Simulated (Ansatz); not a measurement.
`C[CH]([AlH2])[AlH][SiH3]`. Charge 0, multiplicity 1.

Cartesian coordinates in Å:
```
C 1.6359 0.0221 -0.0055
C 0.4551 1.0073 -0.0516
Al 0.2436 2.1226 1.5263
Al -1.2323 0.1986 -0.5999
Si -1.3343 -2.2474 -0.8455
H 1.7059 -0.6065 -0.8993
H 1.5480 -0.6566 0.8470
H 2.6008 0.5276 0.0984
H 0.5709 1.7642 -0.8511
H -0.5621 3.4890 1.4316
H 0.8557 1.6436 2.9145
H -2.4927 1.1331 -0.8749
H -0.4126 -2.7086 -1.9261
H -0.8891 -2.9244 0.4087
H -2.6929 -2.7648 -1.1730
```

Give the diagnostics of a CCSD(T)/def2-TZVPP run (frozen core, the Gaussian-basis code of Ansatz). (Best estimate.)

Ansatz gave: T1 = 0.0120, largest single amplitude 0.015, largest double 0.016, (T) share of the correlation energy 3.6 %, 9 CCSD cycles. The RHF solution is stable towards an unrestricted one. T1 lies under the customary mark of 0.02 for closed shells.
